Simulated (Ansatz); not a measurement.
Reaction (SMILES): [CH2]C/C=C(\C)CC → C[C]1CC[C@H](C)C1
Each molecule is optimised on its own at B3LYP-D3(BJ)/def2-TZVP (Ansatz, an electronic-structure program), one conformer each, not searched for the lowest. Frequencies are from Ansatz.

Quantity: isomerisation energy (enthalpy at 298 K, with B3LYP-D3(BJ) rigid-rotor harmonic-oscillator terms), in kcal/mol. Correlated levels leave the core frozen unless marked. Open shells are spin-unrestricted. No spin-orbit coupling. Non-relativistic. CBS(X,Y): correlation extrapolated as X^-3; Hartree-Fock from the larger set. The bracket is a focal-point correction in the basis named.

```
level                                                     program  isomerisation energy (kcal/mol)  minus last row
-------------------------------------------------  --------------  -------------------------------  --------------
HF/STO-3G                                                  Ansatz                            -50.0           -29.4
HF/6-31G                                                   Ansatz                            -17.3             3.3
PBE-D4/def2-TZVPD                                  Ansatz + dftd4                            -22.3            -1.7
BLYP-D3(BJ)/def2-TZVPD                             Ansatz + dftd3                            -15.9             4.7
PBE0/STO-3G                                                Ansatz                            -49.3           -28.7
PBE0-D4/def2-TZVP                                  Ansatz + dftd4                            -24.6            -4.0
r2SCAN0/def2-TZVPD                                         Ansatz                            -23.7            -3.1
HSE06-D3(BJ)/def2-TZVPD                            Ansatz + dftd3                            -24.2            -3.6
CAM-B3LYP-D3(BJ)/def2-TZVPD                        Ansatz + dftd3                            -20.7            -0.1
CAM-B3LYP-D4/def2-TZVPD                            Ansatz + dftd4                            -20.9            -0.3
LC-wPBE-D4/def2-TZVPD                              Ansatz + dftd4                            -27.3            -6.7
wB97M-V/def2-TZVPD                                         Ansatz                            -22.2            -1.6
RI-MP2/cc-pVTZ                                             Ansatz                            -21.7            -1.1
RI-MP2/cc-pVQZ                                             Ansatz                            -21.7            -1.1
RI-MP2/CBS(cc-pVTZ,cc-pVQZ)+[CCSD(T)-MP2]/cc-pVTZ          Ansatz                            -20.6             0.0
```
